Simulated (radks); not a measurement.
Charge is removed step by step from the 4s down level of neutral scandium, starting from [Ar] 3d1 4s(up 1, down 1). Calculated with a radial shooting solver on a logarithmic mesh with Libxc functionals: scalar-relativistic Kohn-Sham, PBE, spin-polarised, spherical densities, point nucleus; open shells are filled with parallel spins first.

removed (e)	E - E(0) (eV)	eigenvalue (eV)
0	0.000	-4.029
0.1	0.427	-4.505
0.2	0.901	-4.986
0.3	1.424	-5.470
0.4	1.995	-5.958
0.5	2.616	-6.450
0.6	3.285	-6.948
0.7	4.005	-7.453
0.8	4.776	-7.968
0.9	5.598	-8.471

The mean slope of the eigenvalue, de/dn, is 4.94 eV per electron.
